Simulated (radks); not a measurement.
Valence configurations of the iron ion Fe3+ (all share [Ar]). All-electron calculation, scalar-relativistic Kohn-Sham, LDA (Slater exchange, Perdew-Wang correlation), spin-polarised, spherical densities, finite nucleus; open shells are filled with parallel spins first; Fermi nuclear charge, rms radius 3.7377 fm. Program: a radial shooting solver on a logarithmic mesh with Libxc functionals. Energies are relative to 3d5; eigenvalues in eV for spin up.

| valence | E (eV) | moment (Bohr magnetons) | e(3d) | e(4p) | e(4s) |
|---|---|---|---|---|---|
| 3d5 | 0.000 | 5 | -45.371 | - | - |
| 3d4 4p1 | 23.090 | 5 | -53.883 | -28.143 | - |
| 3d3 4p2 | 51.829 | 5 | -62.790 | -30.932 | - |
| 3d4 4s1 | 15.324 | 5 | -52.809 | - | -35.287 |
| 3d3 4s2 | 37.434 | 3 | -60.675 | - | -37.314 |
| 3d2 4s2 4p1 | 72.219 | 3 | -70.160 | -32.003 | -40.647 |
| 3d3.5 4s0.5 4p1 | 32.689 | 5 | -57.766 | -29.305 | -37.308 |
| 3d3.5 4s1.5 | 25.882 | 4 | -56.689 | - | -36.335 |
| 3d3.5 4s1 4p0.5 | 28.690 | 5 | -57.243 | -29.023 | -37.015 |
| 3d3.5 4p1.5 | 36.694 | 5 | -58.285 | -29.575 | - |

NIST lists [Ar] 3d5 as the ground configuration; this level of theory agrees among the configurations tried. The energies are those of spherical high-spin densities, not of single terms.
